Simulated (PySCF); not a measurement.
# Exercise with solution: chemical shift, span and skew from a shielding tensor

CH3AlF2, SMILES [CH3][Al]([F])[F]. Atoms are numbered in the order given.

```xyz
7

Al     0.0495     0.0436     0.0000
C     -1.4748    -1.1416    -0.0463
H     -1.2507    -2.0349    -0.6529
H     -2.3665    -0.6526    -0.4672
H     -1.7199    -1.4964     0.9687
F     -0.0129     1.6070    -0.5575
F      1.5176    -0.4441     0.6052
```

Geometry optimised at B3LYP-D3(BJ)/def2-SVP. The isomer is the one that the SMILES or the coordinates give; other isomers of the formula were not compared.

GIAO shieldings from HF/pcSseg-1 in PySCF, non-relativistic, no solvent. The symmetric part of the tensor of C2 has the principal values 201.7, 208.8, 216.1 ppm. The same nucleus in TMS has σ = 192.6 ppm at this level (PySCF, at its B3LYP-D3(BJ)/def2-TZVP geometry).

Work out the isotropic shielding, the ¹³C shift against TMS, the span and the skew.


σ(iso) = (σ11 + σ22 + σ33)/3 = 208.9 ppm. δ = σ(ref) − σ(iso) = 192.6 − (208.9) = -16.3 ppm.
Span Ω = σ33 − σ11 = 14.4 ppm. Skew κ = 3(σ(iso) − σ22)/Ω = 0.01. Tumbling in solution averages the tensor to δ; in a static solid the shielding alone would spread this spin-1/2 line over Ω.
